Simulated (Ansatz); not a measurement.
`[F][Sn][Cl]` + H₂S → `[SH][Sn][Cl]` + H–F at 298.15 K and 1 bar (ligand exchange at the Sn–F bond).

Program: Ansatz. Geometries: PBE0-D4/def2-TZVP. ΔE: electronic, gas phase. CCSD(T)/CBS is the MP2 limit (def2-TZVPP, def2-QZVPP) plus CCSD(T) − MP2 in def2-TZVPP, frozen cores. This one scheme is used for every species. Elements past krypton have def2 core potentials. For Sn outer-core shells are correlated without core-valence functions, which leaves a few kJ/mol of doubt a bond. One conformer a species, not always the lowest.

```tsv
species	CCSD(T)/CBS energy (Eh)	H − E (kJ/mol)	S (J/(mol·K))
`[F][Sn][Cl]`	-773.69640	19.5	299.8
H₂S	-398.97279	49.9	205.7
`[SH][Sn][Cl]`	-1072.27294	41.6	319.0
H–F	-100.39570	33.5	173.6
```

H − E and S are ideal-gas, rigid-rotor, harmonic terms from PBE0-D4/def2-TZVP, for one conformer and one mirror image of each species. 1 Eh = 2625.50 kJ/mol, R = 8.31446 J/(mol·K).

By hand: ΔE, ΔH, ΔS and ΔG.

ΔE = (-1072.27294) + (-100.39570) − (-773.69640) − (-398.97279) = 0.00055 Eh = 1.4 kJ/mol. Δ(H − E) = 41.6 + 33.5 − 19.5 − 49.9 = 5.7, so ΔH = 7.1 kJ/mol. ΔS = 319.0 + 173.6 − 299.8 − 205.7 = -12.9 J/(mol·K). ΔG = 7.1 − 298.15 × (-12.9)/1000 = 10.9 kJ/mol.

By hand: the equilibrium constant, and the temperature at which ΔG would vanish if ΔH and ΔS stayed fixed.

log₁₀ K = −ΔG/(RT ln 10) = -1.9. ΔH and −TΔS have one sign here, so there is no such temperature.

TΔS isn't small against ΔH here. A doubt of 5 kJ/mol in ΔE shifts log₁₀ K by 0.9 here. Other conformers and mirror images would add mixing entropy, several J/(mol·K) or more a flexible species. These are equilibria of isolated gas molecules and say nothing of rates. Largest T1 diagnostic: 0.016 (customary marks: 0.02 for closed shells, 0.045 for open ones).

ΔS is within the doubt of such terms, so its sign, and with it that verdict, could turn.
